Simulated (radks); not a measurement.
Pb4+, 78 electrons, occupied as [Xe] 4f14 5d9.75 6p0.25 (fractional occupations, a model configuration). Calculated with a radial shooting solver on a logarithmic mesh with Libxc functionals: scalar-relativistic Kohn-Sham, PBE, spin-polarised, spherical densities, point nucleus; open shells are filled with parallel spins first (spin-orbit coupling, left out, can overturn this in heavy ions).

Radial electron density D(r) = 4 pi r^2 rho(r):

```
   r/bohr * D(r) (the largest magnitude, 154, reaches the edge; | marks zero)
 0.002738 |                *
  0.00371 |                      *
 0.004988 |                             *
 0.006707 |                                    *
  0.00909 |                                        *
  0.01222 |                                        *
  0.01656 |                                     *
  0.02227 |                                    *
  0.03018 |                                          *
  0.04057 |                                                    *
  0.05455 |                                                      *
  0.07393 |                                             *
   0.0994 |                                            *
   0.1347 |                                                   *
   0.1811 |                                         *
   0.2455 |                            *
     0.33 |                                 *
   0.4437 |                            *
   0.6013 |             *
   0.8085 |        *
    1.096 |      *
    1.473 |  *
    1.996 |*
    2.684 *
    3.609 *
    4.891 *
```

D(r) has 4 maxima, at r = 0.0106, 0.0496, 0.138, 0.352 bohr, and minima at 0.0206, 0.0882, 0.251 bohr, inside which lie 1.87, 10.96, 30.12 electrons.
